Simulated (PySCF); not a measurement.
# Magnetisability: `[SiH3][Ge@H]([Cl])[GeH3]`, ClGe2H7Si

Geometry:
```json
{"atom": "Si1", "x (Å)": "-1.979", "y (Å)": "-0.463", "z (Å)": "0.349"}
{"atom": "Ge2", "x (Å)": "-0.029", "y (Å)": "0.889", "z (Å)": "0.135"}
{"atom": "Cl3", "x (Å)": "-0.362", "y (Å)": "2.023", "z (Å)": "-1.708"}
{"atom": "Ge4", "x (Å)": "2.031", "y (Å)": "-0.331", "z (Å)": "-0.236"}
{"atom": "H5", "x (Å)": "-1.907", "y (Å)": "-1.275", "z (Å)": "1.602"}
{"atom": "H6", "x (Å)": "-3.193", "y (Å)": "0.406", "z (Å)": "0.378"}
{"atom": "H7", "x (Å)": "-2.037", "y (Å)": "-1.376", "z (Å)": "-0.831"}
{"atom": "H8", "x (Å)": "0.105", "y (Å)": "1.942", "z (Å)": "1.254"}
{"atom": "H9", "x (Å)": "2.387", "y (Å)": "-1.158", "z (Å)": "1.014"}
{"atom": "H10", "x (Å)": "1.831", "y (Å)": "-1.277", "z (Å)": "-1.431"}
{"atom": "H11", "x (Å)": "3.172", "y (Å)": "0.654", "z (Å)": "-0.542"}
```

Method: GIAO KT3/def2-SVPD magnetisability, rotational g tensor and spin-rotation constants, non-relativistic, gas phase in PySCF. Geometry: PBE0-D3(BJ)/def2-SVP.

The calculation is non-relativistic, which matters for the atoms heavier than Zn.

Question: What are the magnetisability and the molar susceptibility?

Answer: Isotropic -1603 × 10⁻³⁰ J/T², or -96.5 × 10⁻⁶ cm³/mol; principal values -1691, -1566, -1552 × 10⁻³⁰ J/T², anisotropy 133 × 10⁻³⁰ J/T² (root of half the summed squared differences of the principal values). The susceptibility is in cgs units.

Question: Split it along the inertial axes a, b, c into diamagnetic and paramagnetic parts about the centre of mass, with the quadrupole moment.

Answer: 
```tsv
axis	χ (10⁻⁶ cm³/mol)	diamagnetic (10⁻⁶ cm³/mol)	paramagnetic (10⁻⁶ cm³/mol)	summed x² of all electrons (Å²)	quadrupole Θ (D Å)
a	-95.1	-715.4	620.3	239.2	+1.07
b	-99.6	-1177.1	1077.5	130.4	-2.72
c	-94.9	-1567.8	1472.9	38.3	+1.65
```
Anisotropies 2χaa − χbb − χcc = +4.4 and 2χbb − χaa − χcc = -9.2 × 10⁻⁶ cm³/mol. Θ is traceless in Buckingham's convention.

Question: And the rotational g tensor?

Answer: 
| axis | rotational constant (GHz) | g | nuclear part | electronic part |
| --- | --- | --- | --- | --- |
| a | 1.9395 | -0.0205 | 0.5447 | -0.5652 |
| b | 1.0186 | -0.0075 | 0.5081 | -0.5156 |
| c | 0.7501 | -0.0081 | 0.5109 | -0.5190 |

Asymmetric top; isotopes 35Cl, 74Ge, 1H, 28Si; no vibrational averaging.
